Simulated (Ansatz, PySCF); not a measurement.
Species: sum formula HBO, charge 0, multiplicity 1. 
Coordinates optimised at B3LYP-D3(BJ)/def2-TZVP (Ansatz, a program for electronic structure):
SMILES: B=O
```xyz
3

H      0.0000     0.0000    -1.7698
B      0.0000     0.0000    -0.6017
O      0.0000     0.0000     0.5973
```
Charge 0, spin multiplicity 1.

PBE beside other levels, property by property. Cores are frozen in the correlated levels unless marked. Open shells are spin-unrestricted. No spin-orbit coupling. Non-relativistic. CBS(X,Y): correlation extrapolated as X^-3; Hartree-Fock from the larger set (for Q and 5 zeta extrapolated as (X+1)exp(-9√X)). Rows marked 298 K are enthalpies with B3LYP-D3(BJ) harmonic zero-point and thermal terms from PySCF. Atomisation energies are electronic, to ground-state atoms; the column to compare with has the core term from cc-pwCVTZ added, other frozen-core levels have none. Vertical energies are electronic, to the SCF solution reached for that spin. The coupled-cluster column (Ansatz) is a level with limits of its own: (a) CCSD(T)/CBS(aug-cc-pVTZ,aug-cc-pVQZ); (b) CCSD(T)/CBS(cc-pVTZ,cc-pVQZ); (c) CCSD(T)/CBS(cc-pVQZ,cc-pV5Z).

```csv
property,SVWN5/def2-TZVPD (Ansatz),CAM-B3LYP/def2-TZVPD (Ansatz),wB97X-V/def2-TZVPD (Ansatz),coupled cluster
"proton affinity at O, enthalpy at 298 K, to B=[OH+] (kcal/mol)",156.4,162.3,164.7,162.7 (b)
atomisation energy (kcal/mol),355.3,312.4,308.9,311.5 (c)
vertical ionisation energy to the doublet (eV),14.23,13.62,13.51,13.72 (a)
"B-H bond dissociation enthalpy, 298 K, to H atom + [B]=O (kcal/mol)",117.8,112.5,113.0,111.0 (c)
```

Question: What does PBE/def2-TZVPD (Ansatz) give for each property, and on which side of coupled cluster does it fall?

Answer: 
- proton affinity at O, enthalpy at 298 K, to B=[OH+]: PBE lies 2.5 kcal/mol below coupled cluster; PBE gives 160.2 kcal/mol.
- atomisation energy: PBE lies 7.7 kcal/mol above coupled cluster; PBE gives 319.2 kcal/mol.
- vertical ionisation energy to the doublet: PBE lies 0.06 eV above coupled cluster; PBE gives 13.78 eV.
- B-H bond dissociation enthalpy, 298 K, to H atom + [B]=O: PBE lies 3.3 kcal/mol below coupled cluster; PBE gives 107.7 kcal/mol.
